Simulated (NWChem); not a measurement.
System: Si2H4O, singlet; SMILES [SiH3][Si]O

Here is an NWChem input.

```
start job
memory heap 200 mb stack 900 mb global 1100 mb
geometry units angstroms noautoz
  Si    -0.730418     0.868835    -0.061240
  O      0.782014     1.619374     0.062743
  H      1.582143     1.058360     0.073869
  Si     0.093541    -1.452406    -0.016928
  H      1.581540    -1.500972    -0.315329
  H     -0.599341    -2.414344    -0.951491
  H     -0.076966    -2.002588     1.383499
end
basis spherical
  * library 6-31+g*
end
dft
  xc xpbe96 cpbe96
  iterations 150
end
tddft
  cis
  nroots 8
  notriplet
end
task tddft energy
```

Low-valent species are run as closed-shell singlets; no triplet was tried in these runs. Geometry: optimised at PBE-D3(BJ)/def2-SVP.

Vertical excitations in the gas phase.

**Question.** What results follow from this input? (PBE/6-31+G* (spherical d), TDA.) Quantities: lowest excitation, singlet (eV); oscillator strength of that lowest state; lowest state with f > 0.02, singlet (eV); oscillator strength of that bright state; orbital gap (eV).

**Answer.** 
```yaml
lowest excitation, singlet (eV): 2.49
oscillator_strength_of_that_lowest_state: 0.008
lowest state with f > 0.02, singlet (eV): 4.30
oscillator_strength_of_that_bright_state: 0.029
orbital gap (eV): 2.02
```
